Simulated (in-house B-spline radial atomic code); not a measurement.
# Removing one electron from Tc25+

Closed shell [Ne] 3s2 3p6. Computed with an all-electron radial atomic-structure program (B-spline basis): Koopmans values of Dirac-Hartree-Fock plus a diagonal self-energy, in second order or with its direct term screened (direct RPA, with the hole-particle interaction, or full time-dependent Hartree-Fock), linearised in energy; no-pair Dirac-Coulomb Hamiltonian, finite nucleus. Shifts add to the Koopmans value (the ΔSCF shift is orbital relaxation alone); the final value takes TDHF screening with Breit and QED.

Command:
```bash
python run_mb.py task.json out
```
Settings (nuclear radius in fm, box in bohr, cutoff in hartree):
```
basis_form          2
Z                   43
core_configuration  [Ne] 3s2 3p6
rms_radius          4.41117
mass_number         97
speed_of_light      137.036
box_radius          4.034
lmax                7
intervals           59
virtual_cutoff      7396.0
```

Cost of the run: 4.5 s on 1 thread of Intel(R) Xeon(R) 6975P-C (shared host).

Energies in eV:

```json
{"subshell": "3p3/2", "Koopmans": "1355.54", "ΔSCF shift": "-1.025", "second order": "?", "direct RPA": "?", "hole-particle": "?", "TDHF": "?", "Breit + QED": "?", "final": "?"}
{"subshell": "3p1/2", "Koopmans": "1382.23", "ΔSCF shift": "-1.091", "second order": "0.726", "direct RPA": "0.711", "hole-particle": "0.470", "TDHF": "0.528", "Breit + QED": "-1.169", "final": "1381.59"}
```

Question: What does the self-energy do to 3p3/2?

Answer: It shifts the removal energy by 0.955 eV in second order, 0.813 with direct RPA, 0.698 with the hole-particle term and 0.771 with TDHF screening (quasi-particle weight 0.988); Breit and QED add -0.785 eV. The final value is 1355.53 eV, against 1354 ± 4 eV (NIST, semi-empirical).
